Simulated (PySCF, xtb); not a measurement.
GeBr2, SMILES [Br][Ge][Br] (connectivity only; charge and spin as stated), neutral, multiplicity 1.

Harmonic wavenumbers (cm⁻¹) from GFN2-xTB (xtb 6.7.1) at its own minimum, in rising order: 94, 259, 276.

Task: What does PBE-D3(BJ)/def2-SVP (PySCF) give at its own minimum? (An estimate is asked for; the answer gives what the named calculation found.)

Result: 95, 277, 281. Paired by order, the mean absolute difference is 8 cm⁻¹ and the zero-point energies are 0.9 and 0.9 kcal/mol.
